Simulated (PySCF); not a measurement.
**C₆ coefficients of unlike pairs at r2SCANh**

Calculated with PySCF 2.14 from the dipole response of each species, C₆(A,B) = (3/π) ∫ α_A(iu) α_B(iu) du, in atomic units, from isotropic polarisabilities. For ions this is the dispersion term alone; charge-induced terms of lower order in 1/R come first.

```tsv
species	configuration	basis	relativity	α (bohr³)	C₆ (like pair)
Ar³⁺	[Ne] 3s2 3p3 (4S)	def2-TZVPPD (6s6p4d1f)	none	3.657	10.14
Ga²⁺	[Ar] 3d10 4s1 (2S)	aug-cc-pVTZ-PP with ECP10MDF (6s5p4d2f)	core potential	10.24	30.44
Ge²⁺	[Ar] 3d10 4s2 (1S)	aug-cc-pVQZ-PP with one added diffuse shell each of s, p, d, f, g type with ECP10MDF (8s7p6d4f3g)	core potential	10.72	42.39
In²⁺	[Kr] 4d10 5s1 (2S)	aug-cc-pVTZ-PP with ECP28MDF (6s5p4d2f)	core potential	15.38	67.92
```

(1) Estimate C₆ for Ga²⁺ with Ar³⁺.

No spin-orbit coupling is included.

The other pairs:

```json
{"pair": "In²⁺, Ge²⁺", "C₆": "53.43"}
{"pair": "Ge²⁺, Ga²⁺", "C₆": "35.74"}
{"pair": "In²⁺, Ga²⁺", "C₆": "45.40"}
{"pair": "In²⁺, Ar³⁺", "C₆": "24.48"}
{"pair": "Ge²⁺, Ar³⁺", "C₆": "19.69"}
```

## Answers

(1) The integral gives 16.14. The combination rule 2 C_A C_B / (C_A α_B/α_A + C_B α_A/α_B) gives 15.72 and the geometric mean 17.57.
